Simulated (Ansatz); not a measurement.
Basis-set extrapolation for CH8OSSi2 (`O[SiH2]C[SiH2]S`) (PBE0-D4/def2-TZVP geometry, frozen core, the Gaussian-basis code of Ansatz). Multiplicity 1, RHF reference.

|  | def2-TZVPP | def2-QZVPP |
| --- | --- | --- |
| HF | -1092.965910 | -1093.001262 |
| MP2 correlation | -0.844976 | -0.910733 |
| CCSD(T) correlation | -0.943215 | not run |

Energies in hartree. Use E(X) = E(∞) + A·exp(−7.88·√X) for Hartree–Fock and E(X) = E(∞) + B·X^(−2.97) for correlation, with X = 3 and 4, and add CCSD(T) minus MP2 of the smaller set to the MP2 limit.

Problem. What is the CCSD(T) energy at the basis-set limit?

Solution. HF limit: -1093.001262 + (-0.035352) × 0.13774 = -1093.00613. MP2 limit: -0.910733 + (-0.065757) × 0.74074 = -0.95944. Higher-order term: -0.943215 − (-0.844976) = -0.09824. Total: -1094.06381 hartree, 406.1 kJ/mol below CCSD(T)/def2-TZVPP.
